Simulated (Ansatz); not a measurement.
Program: Ansatz. Geometries: PBE0-D4/def2-TZVP. ΔE: electronic, gas phase. CCSD(T)/CBS adds triple-zeta CCSD(T) − MP2 to the extrapolated MP2 energy (def2 sets, frozen cores). This one scheme is used for every species. DFT in def2-TZVPP. B3LYP here is the variant with VWN-RPA as its local correlation; programs differ in this. HSE06 is defined as in plane-wave codes. For Se outer-core shells are correlated without core-valence functions, which leaves a few kJ/mol of doubt a bond. Scalar relativity is left out up to krypton. Each species was taken in one conformer, which may not be the lowest.

Reaction (cleavage of the P–Si bond): `P[SiH2][SeH]` + `[OH][AlH2]` → `[AlH2][O]P` + `[SiH3][SeH]`

Is it downhill or uphill in electronic energy at CCSD(T)/CBS, and by how much? (Best estimate.)

The calculation gave: Uphill: ΔE = +0.38 eV.

What do these levels give: PBE-D4, HSE06-D4, B3LYP, BHLYP, LC-ωPBE, RPA@PBE/def2-TZVPP, CCSD(T)/def2-SVP, MP2/def2-TZVPP, CCSD/def2-TZVPP, MP2/def2-QZVPP, SCS-MP2/def2-QZVPP, MP2/CBS(def2)? (Best estimate.)

The calculation gave: PBE-D4 0.50, HSE06-D4 0.46, B3LYP 0.25, BHLYP 0.18, LC-ωPBE 0.36, RPA@PBE/def2-TZVPP 0.28, CCSD(T)/def2-SVP 0.34, MP2/def2-TZVPP 0.40, CCSD/def2-TZVPP 0.31, MP2/def2-QZVPP 0.40, SCS-MP2/def2-QZVPP 0.29, MP2/CBS(def2) 0.42 eV.

What do rigid-rotor, harmonic-oscillator terms from PBE0-D4/def2-TZVP frequencies (298.15 K, 1 bar) make of the CCSD(T)/CBS value? (Estimate.)

Ansatz gave: ΔZPE = -0.05 eV, ΔH = +0.33 eV, ΔS = 14 J/(mol·K), ΔG = +0.29 eV. Modes under 50 cm⁻¹ make the entropy rough.

Largest T1 diagnostic among the species: 0.014.

The D4 term adds +0.05 eV with B3LYP and +0.03 eV with PBE0; it sums over pairs of atoms, weighted by their polarisabilities, and B3LYP, whose exchange is more repulsive, gets the larger term. At CCSD(T), def2-SVP lies −0.04 eV from the extrapolated value and def2-TZVPP −0.02 eV.
